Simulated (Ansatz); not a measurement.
NbCl3, SMILES [Cl][Nb]([Cl])[Cl] (connectivity only; charge and spin as stated), neutral, multiplicity 3. Atoms are numbered in the order given.

```xyz
4

Nb     0.0000     0.0000     0.0771
Cl     0.0000     2.0778     1.0134
Cl     0.0000    -2.0778     1.0134
Cl     0.0000     0.0000    -2.2232
```
Charge 0, spin multiplicity 3.

Geometry: PBE0-D3(BJ)/def2-SVP. The spin state was assumed, not searched. The def2 effective core potentials stand for the cores of Nb; spin–orbit coupling is left out.

Two levels are set side by side: PBE-D3(BJ)/def2-SVP (Ansatz, a program for electronic structure) and PBE0-D3(BJ)/def2-SVP (Ansatz). Each level has its own optimised geometry; the coordinates shown are those of the second. Differences are taken from unrounded values.

```csv
quantity,PBE0-D3(BJ),PBE-D3(BJ),PBE-D3(BJ) minus PBE0-D3(BJ)
mean bond length (Å),2.286,2.293,0.007
bond Nb1–Cl2 (Å),2.279,2.286,0.007
bond Nb1–Cl3 (Å),2.279,2.286,0.007
bond Nb1–Cl4 (Å),2.300,2.308,0.007
```

Exact exchange shortens and stiffens bonds; PBE has none. Differences between two approximate levels are no errors against the true value.
